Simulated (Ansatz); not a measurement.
Reaction (formal hydrolysis of the Sn–F bond): `[F][Sn][Br]` + H₂O → `[OH][Sn][Br]` + H–F

Isolated molecules relaxed with PBE0-D4/def2-TZVP in Ansatz; ΔE leaves out vibrations. CCSD(T)/CBS adds triple-zeta CCSD(T) − MP2 to the extrapolated MP2 energy (def2 sets, frozen cores). This one scheme is used for every species. DFT in def2-TZVPP. Elements past krypton have def2 core potentials. For Br, Sn outer-core shells are correlated without core-valence functions, which leaves a few kJ/mol of doubt a bond. Scalar relativity is left out up to krypton. One conformer a species, not always the lowest.

Problem. Is it downhill or uphill in electronic energy at CCSD(T)/CBS, and by how much? (Estimate.)

Solution. Computed: Uphill: ΔE = +38.6 kJ/mol.

Problem. What do these levels give: PBE-D4, CAM-B3LYP-D4, HF/def2-TZVPP, HF/CBS(def2), MP2/CBS(def2), CCSD/CBS(def2)? (Best estimate.)

Solution. Ansatz gave: PBE-D4 42.8, CAM-B3LYP-D4 46.8, HF/def2-TZVPP 49.4, HF/CBS(def2) 51.6, MP2/CBS(def2) 35.6, CCSD/CBS(def2) 40.8 kJ/mol.

Largest T1 diagnostic among the species: 0.015.

In def2-TZVPP, CCSD(T) changes the Hartree–Fock value by −14.1 kJ/mol (the triples alone add −2.2 kJ/mol) and MP2 by −17.1 kJ/mol. Leaving LDA and LC-ωPBE aside and taking each functional with its dispersion term where it has one, the values, not all of them listed here, spread over 10.9 kJ/mol, from PBE-QIDH to B97M-V. LDA lies −6.8 kJ/mol from PBE without D4.
